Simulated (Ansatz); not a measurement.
Ansatz (a program for electronic structure) input (CCSD(T)/aug-cc-pV(D+d)Z):
A basis named .json is the Basis Set Exchange file of that set.

Ansatz 0.2 input:
```yaml
crystal:
  periodic: [false, false, false]
  atoms:
    - {symbol: Si, position_ang: [-0.07136741, -0.65899184, 0.07293053]}
    - {symbol: N, position_ang: [-1.33322230, 0.52945454, 0.00488061]}
    - {symbol: Si, position_ang: [-2.95931068, 0.42439046, 0.59277520]}
    - {symbol: N, position_ang: [1.44906690, 0.17308324, 0.13653075]}
    - {symbol: Si, position_ang: [2.95150207, -0.18953920, -0.65576651]}
    - {symbol: H, position_ang: [0.01966287, -1.52239634, -1.14546391]}
    - {symbol: H, position_ang: [-1.07771576, 1.39383212, -0.46043758]}
    - {symbol: H, position_ang: [-3.12098465, -0.91779325, 1.19304077]}
    - {symbol: H, position_ang: [-3.94851862, 0.60128005, -0.49864975]}
    - {symbol: H, position_ang: [-3.24167644, 1.46090656, 1.61706060]}
    - {symbol: H, position_ang: [1.50560262, 0.88009665, 0.86013474]}
    - {symbol: H, position_ang: [3.92778425, -0.85489202, 0.24228049]}
    - {symbol: H, position_ang: [2.65476431, -1.08417907, -1.79359996]}
    - {symbol: H, position_ang: [3.57863330, 1.06334907, -1.14339384]}
basis:
  gaussian:
    orbitals: aug-cc-pV_D+d_Z.json
magnetization: {spin_polarized: true, initial_magnetization: 1}
correlation: {method: ccsd_t, electrons: outside_noble_gas}
output: {forces: true}
```

End of the output:

```
Atom 0 at    -0.071367    -0.658992     0.072931 Å, force    -0.071332    -0.568823    -0.010532 eV/Å
Atom 1 at    -1.333222     0.529455     0.004881 Å, force     0.110570     0.126293    -0.033617 eV/Å
Atom 2 at    -2.959311     0.424390     0.592775 Å, force    -0.531184    -0.023408     0.189444 eV/Å
Atom 3 at     1.449067     0.173083     0.136531 Å, force    -0.121138     0.156538     0.047006 eV/Å
Atom 4 at     2.951502    -0.189539    -0.655767 Å, force     0.484407    -0.127666    -0.228403 eV/Å
Atom 5 at     0.019663    -1.522396    -1.145464 Å, force     0.024518    -0.085037    -0.051931 eV/Å
Atom 6 at    -1.077716     1.393832    -0.460438 Å, force     0.120375     0.323805    -0.191353 eV/Å
Atom 7 at    -3.120985    -0.917793     1.193041 Å, force    -0.010679    -0.134900     0.056195 eV/Å
Atom 8 at    -3.948519     0.601280    -0.498650 Å, force    -0.083214     0.012990    -0.091373 eV/Å
Atom 9 at    -3.241676     1.460907     1.617061 Å, force    -0.022753     0.084889     0.085367 eV/Å
Atom 10 at     1.505603     0.880097     0.860135 Å, force     0.012764     0.279709     0.306125 eV/Å
Atom 11 at     3.927784    -0.854892     0.242280 Å, force     0.083623    -0.057830     0.075126 eV/Å
Atom 12 at     2.654764    -1.084179    -1.793600 Å, force    -0.043310    -0.090783    -0.113496 eV/Å
Atom 13 at     3.578633     1.063349    -1.143394 Å, force     0.047352     0.104221    -0.038559 eV/Å
Dipole moment:     0.089524     0.289681     0.026155 e Å
```

It need not be the lowest isomer of its formula.
